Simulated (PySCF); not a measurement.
The dipole of `C(#N)[CH2][GeH2][NH][GeH3]` from its density and from atomic charges.

Coordinates (PBE0-D3(BJ)/def2-SVP, Å) and charges (e) from the PBE0/pcSseg-1 density (PySCF):

```csv
atom,x,y,z,Mulliken,IAO,Hirshfeld,ESP-fitted
N1,-1.154,0.515,2.379,-0.2694,-0.2675,-0.2330,-0.4863
C2,-1.544,0.028,1.402,+0.0700,+0.1367,+0.0721,+0.4018
C3,-1.945,-0.548,0.139,-0.4756,-0.5636,-0.1334,-0.4244
Ge4,-0.602,-0.058,-1.250,+0.6294,+0.7848,+0.3981,+0.5187
N5,1.079,-0.429,-0.671,-0.9699,-0.8622,-0.3416,-0.7383
Ge6,2.115,0.566,0.485,+0.4380,+0.6087,+0.3442,+0.3333
H7,-2.941,-0.180,-0.154,+0.1865,+0.1840,+0.0628,+0.1494
H8,-1.994,-1.644,0.224,+0.1864,+0.1832,+0.0616,+0.1616
H9,-0.906,-0.893,-2.508,+0.0051,-0.0927,-0.0649,-0.0921
H10,-0.735,1.454,-1.493,+0.0155,-0.0900,-0.0620,-0.0598
H11,1.433,-1.352,-0.905,+0.2128,+0.2595,+0.1060,+0.3655
H12,2.162,-0.056,1.892,-0.0042,-0.0939,-0.0700,-0.0368
H13,1.482,1.965,0.522,-0.0027,-0.0831,-0.0632,-0.0201
H14,3.548,0.631,-0.086,-0.0219,-0.1040,-0.0769,-0.0724
```

Task: Form Σ q r in debye for every column and set it beside the full dipole.

Result: The full density gives (-0.54, -1.97, -3.45) D, 4.01 D in size; dipole vectors point from the negative to the positive end.

| scheme | μx | μy | μz | size (D) | share of the full size (%) | angle to the full dipole (°) |
| --- | --- | --- | --- | --- | --- | --- |
| Mulliken | -0.45 | 0.59 | -3.63 | 3.71 | 92 | 39 |
| IAO | -0.01 | -0.54 | -3.36 | 3.40 | 85 | 22 |
| Hirshfeld | -0.16 | -0.88 | -2.73 | 2.87 | 72 | 13 |
| ESP-fitted | -0.55 | -1.95 | -3.44 | 3.99 | 100 | 0 |

Task: Which set comes closest?

Result: Length of the difference vector: ESP-fitted 0.03 D, Hirshfeld 1.36 D, IAO 1.53 D, Mulliken 2.58 D. Closest: ESP-fitted. The schemes that divide the density aren't constrained to reproduce the dipole.

Task: What is left for the Hirshfeld atoms' own dipoles?

Result: The shares of the density sum to the whole, so what Σ q r misses lies in dipoles about the nuclei. The atomic dipoles sum to (-0.54, -1.97, -3.45) − (-0.16, -0.88, -2.73) = (-0.38, -1.09, -0.72) D, 1.36 D in size.

Task: With the origin at the mean of the coordinates, (0.000, 0.000, -0.002) Å, which are the largest single terms, by size, of the Mulliken dipole along the direction of the full one?

Result: Ge4 +3.58, N5 -2.99, N1 +2.78, Ge6 -2.07, H11 +1.28 D; all 14 atoms together +2.89 D. The single terms depend on the origin, their sum doesn't.

Task: Give the size of the full dipole in other units.

Result: 4.01 D = 1.577 au = 0.834 e·Å = 13.37 × 10⁻³⁰ C·m.

Geometry: PBE0-D3(BJ)/def2-SVP, one conformer, isolated molecule. The calculation is non-relativistic, for germanium too.

Conformer computed: `[N:1]#[C:2][CH2:3][GeH2:4][NH:5][GeH3:6]`: C2–C3–Ge4–N5 50°, C3–Ge4–N5–Ge6 -79°.
